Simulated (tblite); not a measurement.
Species: C6H16N2Si.
Numbering: `[CH3:1]/[C:2](=[N:3]\[NH:4][SiH3:5])[C:6]([CH3:7])([CH3:8])[CH3:9]` (hydrogens: H10, H11, H12 on C1; H13 on N4; H14, H15, H16 on Si5; H17, H18, H19 on C7; H20, H21, H22 on C8; H23, H24, H25 on C9)

Structure optimised with GFN2-xTB, isolated species.

Question: What internal coordinates does the optimisation give?

Answer: 
```
                     bond  length (pm)
                    C1–C2        151.2
                    C2=N3        126.9
                    N3–N4        134.8
                   N4–Si5        173.0
                    C2–C6        151.6
      C6–C7, C6–C8, C6–C9        153.3
   C1–H10, C1–H11, C1–H12        108.9
                   N4–H13        101.6
Si5–H14, Si5–H15, Si5–H16        146.4
  C7–H17 and 8 like bonds        108.7
```

Bonds in one row agree within 1 pm and their mean is given. A selection of angles:
```
     angle  degrees
  C1–C2–N3    123.9
  C1–C2–C6    119.0
  N3–C2–C6    117.0
  C2–N3–N4    122.6
 N3–N4–Si5    119.7
  C2–C6–C7    109.7
  C7–C6–C8    108.8
 H13–N4–N3    117.4
H13–N4–Si5    122.9
```

Torsions: C1–C2–N3–N4 0° (synperiplanar); C2–N3–N4–Si5 180° (antiperiplanar); C1–C2–C6–C7 60° (synclinal).

N4 (silicon-bound nitrogen) is planar (angles 122.9°, 119.7° and 117.4°, sum 360.0°, 0.00 Å off the plane of its three neighbours). Si5 (SiH3 silicon) is distorted tetrahedral (angles from 102.6° to 111.9°). The 5 C–C bonds span 1.512 Å (C1–C2, drawn single) to 1.534 Å (C6–C9, drawn single), a spread of 0.022 Å. N3 (C=N nitrogen) is bent (angle 122.6°). Of the pairs four or more bonds apart, C1···H13 is among the closest relative to their van der Waals radii: 2.45 Å, 85 % of the sum of Bondi's values.

Point group: Cs (tolerance 0.08 Å). GFN2-xTB frequencies show an imaginary mode (22i cm⁻¹), so the point is no minimum at that level.

These are computed values.
